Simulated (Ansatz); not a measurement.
Input for Ansatz (a first-principles code): R-CCSD(T)/aug-cc-pVDZ on C3H9F (a complex).

Ansatz 0.2 input:
```yaml
crystal:
  periodic: [false, false, false]
  atoms:
    - {symbol: C, position_ang: [-0.52350377, 0.49054430, 0.50435920]}
    - {symbol: F, position_ang: [-0.42282159, -0.84566918, 0.87486186]}
    - {symbol: H, position_ang: [0.28095911, 1.04886373, 0.98411384]}
    - {symbol: H, position_ang: [-0.43575134, 0.55976037, -0.58044856]}
    - {symbol: H, position_ang: [-1.49080586, 0.87315133, 0.83072976]}
    - {symbol: C, position_ang: [-0.63027306, 0.32105347, 4.12259669]}
    - {symbol: C, position_ang: [0.78465588, -0.24991041, 4.10478078]}
    - {symbol: H, position_ang: [-1.00506564, 0.42611756, 5.14274487]}
    - {symbol: H, position_ang: [-1.31961464, -0.32562092, 3.57752579]}
    - {symbol: H, position_ang: [-0.66633038, 1.30932834, 3.65844485]}
    - {symbol: H, position_ang: [1.48631159, 0.40617310, 4.62420585]}
    - {symbol: H, position_ang: [1.14170220, -0.38585191, 3.08284196]}
    - {symbol: H, position_ang: [0.82169669, -1.22560409, 4.59321783]}
basis:
  gaussian:
    orbitals: aug-cc-pVDZ
magnetization: {spin_polarized: false}
correlation: {method: ccsd_t, electrons: outside_noble_gas}
scf: {lower_state_search: off}
```

Output:

```
WARN ansatz: RAYON_NUM_THREADS=1 ignored (pool sized by the plan → 1); use --threads N
Functional definition: HF
these checks for a lower state are left out or cut short: stability, starts, cluster_reference, orbital_swaps, neighbouring_geometries, increment
integrals: 0.64 GiB planned
1676 factors; integrals over basis functions are off by at most 8.7e-4 eV
mean field: 0.55 GiB planned
mean field evaluation 1: about -5936.7118 eV, gradient 3.6e1 eV
mean field evaluation 2: about -5936.7324 eV, gradient 3.6e1 eV
mean field evaluation 4: about -5940.0470 eV, gradient 3.5e0 eV
mean field evaluation 8: about -5940.0858 eV, gradient 2.1e-1 eV
mean field -5940.08601847 eV, -218.2941348440 hartree, gradient 2.4e-6 eV, S^2 0.000000; 0 other end points of the search recorded, 0 dependent functions left out
4 core orbitals not correlated
reference -5940.08601847 eV, -218.2941348440 hartree; 14, 14 occupied and 155, 155 virtual orbitals, 1676 factors
second order -18.40904666 eV of doubles, -0.00000000 eV of singles
coupled cluster: 1.98 GiB planned
cycle   1  -19.37952985 eV  change   -9.7e-1 eV  update   9.1e-2
cycle   2  -19.84667127 eV  change   -4.7e-1 eV  update   2.6e-2
cycle   3  -19.95633487 eV  change   -1.1e-1 eV  update   1.2e-2
cycle   4  -19.95623241 eV  change    1.0e-4 eV  update   2.3e-3
cycle   5  -19.95595170 eV  change    2.8e-4 eV  update   8.1e-4
cycle   6  -19.95623522 eV  change   -2.8e-4 eV  update   2.2e-4
cycle   7  -19.95625783 eV  change   -2.3e-5 eV  update   6.9e-5
cycle   8  -19.95625717 eV  change    6.6e-7 eV  update   2.1e-5
perturbative correction -0.52898028 eV, -0.0194396667 hartree
Total energy: -5960.57125592 eV, -219.0469534347 hartree
Checks for a lower state left out: stability, starts, cluster_reference, orbital_swaps, neighbouring_geometries, increment
```

The calculation finished and met its thresholds.

Cost: around 100 core-seconds (rough).
